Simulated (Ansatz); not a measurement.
Mo (SMILES [Mo]), septet (core potentials on Mo).

Input for Ansatz (a first-principles code):
Ansatz 0.2 input:
```yaml
crystal:
  periodic: [false, false, false]
  atoms:
    - {symbol: Mo, position_ang: [0.00000000, 0.00000000, 0.00000000]}
basis:
  gaussian:
    orbitals: def2-TZVP
hamiltonian:
  xc: pbe
magnetization: {spin_polarized: true, initial_magnetization: 6}
```

Q: What does this run give for the number of basis functions, total energy?

A: 
| Quantity | Result |
|---|---|
| number of basis functions | 40 |
| total energy | -68.1241 Eh |
